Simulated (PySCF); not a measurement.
A structure optimised at PBE0-D3(BJ)/def2-SVP, used in a PySCF frequency run:

```
C
H 1 1.1027
H 1 1.1033 2 107.73
C 1 1.4932 2 111.09 3 -122.41
C 4 1.3364 1 126.02 2 142.41
H 5 1.0928 4 121.34 1 177.60
H 5 1.0950 6 117.09 4 -179.44
H 4 1.0979 5 118.32 6 0.60
Si 1 1.8906 2 108.52 3 116.52
O 9 1.6686 1 111.19 2 73.77
H 10 0.9617 9 115.61 1 68.00
H 9 1.4899 10 105.86 11 -171.45
H 9 1.4979 12 110.15 10 -120.07
```

Task: Write its SMILES and formula.

Result: C=CC[SiH2]O, C3H8OSi

Task: What are its rotational constants (standard atomic weights)?

Result: 7.3205, 2.2334, 1.9865 GHz
